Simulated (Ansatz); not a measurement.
Steps of a relaxation of C3H9ISn (`[CH3][Sn]([CH3])([CH3])[I]`) with RKS PBE0-D4/def2-TZVP.

```sh
$ ansatz run in.yaml --threads 2 --pin off --events-out ev --progress --plain --max-ram 32768MiB --backend cuda --devices 0, --max-vram 18GiB
```

```yaml
crystal:
  periodic: [false, false, false]
  atoms:
    - {symbol: C, position_ang: [-1.681440, 1.214970, 0.261974]}
    - {symbol: Sn, position_ang: [0.199937, 0.250857, -0.223840]}
    - {symbol: C, position_ang: [1.434595, -0.092971, 1.526257]}
    - {symbol: C, position_ang: [-0.081318, -1.544811, -1.408117]}
    - {symbol: I, position_ang: [1.584856, 2.018850, -1.810251]}
    - {symbol: H, position_ang: [-2.282673, 0.544984, 0.908115]}
    - {symbol: H, position_ang: [-1.487262, 2.164478, 0.795103]}
    - {symbol: H, position_ang: [-2.239548, 1.425909, -0.669491]}
    - {symbol: H, position_ang: [1.610728, 0.865321, 2.049793]}
    - {symbol: H, position_ang: [0.916853, -0.796381, 2.208207]}
    - {symbol: H, position_ang: [2.404781, -0.525548, 1.218025]}
    - {symbol: H, position_ang: [-0.613493, -2.303959, -0.801163]}
    - {symbol: H, position_ang: [0.901816, -1.944832, -1.719205]}
    - {symbol: H, position_ang: [-0.680832, -1.305966, -2.306507]}
basis:
  gaussian: {orbitals: def2-TZVP}
hamiltonian: {xc: pbe0, dispersion: d4}
relax: {f_tol: 0.005, max_steps: 150}
```

Positions (Å) and forces (eV/Å) along the path, 5 of 5 steps:

```xyz
14
step=1 energy=-17190.1082 eV
C    -1.681    1.215    0.262   -0.090    0.056    0.017
Sn    0.200    0.251   -0.224   -0.029   -0.035    0.028
C     1.435   -0.093    1.526    0.061   -0.011    0.081
C    -0.081   -1.545   -1.408   -0.012   -0.081   -0.060
I     1.585    2.019   -1.810   -0.176   -0.225    0.201
H    -2.283    0.545    0.908    0.290    0.331   -0.314
H    -1.487    2.164    0.795   -0.093   -0.469   -0.264
H    -2.240    1.426   -0.669    0.276   -0.102    0.459
H     1.611    0.865    2.050   -0.087   -0.471   -0.259
H     0.917   -0.796    2.208    0.259    0.344   -0.328
H     2.405   -0.526    1.218   -0.478    0.215    0.148
H    -0.613   -2.304   -0.801    0.261    0.365   -0.302
H     0.902   -1.945   -1.719   -0.483    0.201    0.154
H    -0.681   -1.306   -2.307    0.299   -0.116    0.441
14
step=2 energy=-17190.1724 eV
C    -1.653    1.196    0.259   -0.189    0.083    0.056
Sn    0.185    0.234   -0.210    0.004    0.014   -0.011
C     1.409   -0.091    1.499    0.112   -0.044    0.177
C    -0.079   -1.520   -1.384   -0.036   -0.184   -0.105
I     1.545    1.968   -1.769    0.067    0.083   -0.076
H    -2.259    0.544    0.899    0.059    0.113   -0.086
H    -1.452    2.135    0.783   -0.054   -0.121   -0.068
H    -2.200    1.409   -0.664    0.055   -0.017    0.138
H     1.583    0.861    2.010   -0.008   -0.140   -0.050
H     0.912   -0.787    2.185    0.094    0.099   -0.076
H     2.368   -0.513    1.186   -0.119    0.056    0.070
H    -0.609   -2.281   -0.800    0.076    0.087   -0.106
H     0.899   -1.908   -1.686   -0.143    0.030    0.026
H    -0.662   -1.277   -2.278    0.083   -0.058    0.112
14
step=3 energy=-17190.1785 eV
C    -1.660    1.199    0.262   -0.025    0.019    0.002
Sn    0.188    0.239   -0.214   -0.006   -0.014    0.011
C     1.413   -0.092    1.504    0.022    0.000    0.022
C    -0.079   -1.525   -1.389   -0.004   -0.023   -0.022
I     1.555    1.980   -1.782   -0.007   -0.007    0.006
H    -2.268    0.554    0.899    0.016   -0.013   -0.002
H    -1.463    2.135    0.784    0.009    0.004    0.001
H    -2.208    1.414   -0.655    0.003    0.000   -0.008
H     1.588    0.854    2.016   -0.002    0.008   -0.002
H     0.923   -0.785    2.189   -0.014   -0.001   -0.012
H     2.371   -0.511    1.197    0.002    0.000   -0.010
H    -0.611   -2.285   -0.813    0.000    0.013    0.014
H     0.892   -1.919   -1.687    0.008    0.005    0.002
H    -0.655   -1.288   -2.283   -0.001    0.008   -0.003
14
step=4 energy=-17190.1786 eV
C    -1.661    1.201    0.262    0.014   -0.011   -0.001
Sn    0.186    0.236   -0.212    0.001    0.002   -0.002
C     1.415   -0.091    1.505   -0.013    0.000   -0.012
C    -0.079   -1.527   -1.390    0.001    0.012    0.013
I     1.551    1.978   -1.780    0.001    0.001   -0.001
H    -2.266    0.552    0.898   -0.005    0.001    0.002
H    -1.461    2.135    0.786   -0.002    0.004    0.003
H    -2.207    1.416   -0.656   -0.004    0.002   -0.002
H     1.588    0.855    2.016    0.002    0.003    0.004
H     0.922   -0.786    2.188    0.002   -0.001    0.004
H     2.372   -0.509    1.195    0.004   -0.002    0.001
H    -0.614   -2.283   -0.812   -0.001   -0.005   -0.002
H     0.894   -1.920   -1.683    0.002   -0.004   -0.002
H    -0.651   -1.286   -2.285   -0.002   -0.001   -0.004
14
step=5 energy=-17190.1787 eV
C    -1.660    1.200    0.262    0.000    0.000    0.000
Sn    0.186    0.237   -0.213    0.000    0.000    0.000
C     1.414   -0.091    1.504    0.000    0.000    0.000
C    -0.079   -1.527   -1.390    0.000    0.000    0.000
I     1.551    1.978   -1.782    0.000    0.000    0.000
H    -2.266    0.552    0.898    0.000    0.000    0.000
H    -1.462    2.134    0.787    0.000    0.000    0.000
H    -2.207    1.416   -0.655    0.000    0.000    0.000
H     1.587    0.855    2.017    0.000    0.000    0.000
H     0.922   -0.786    2.187    0.000    0.000    0.000
H     2.372   -0.509    1.195    0.000    0.000    0.000
H    -0.617   -2.281   -0.813    0.000    0.000    0.000
H     0.894   -1.922   -1.681    0.000    0.000    0.000
H    -0.649   -1.286   -2.287    0.000    0.000    0.000
```

It took 25 s on 2 threads of an AMD EPYC 7R13 on a shared host and a share of an NVIDIA H100 80 GB, with 0.94 GiB of host memory at the peak.
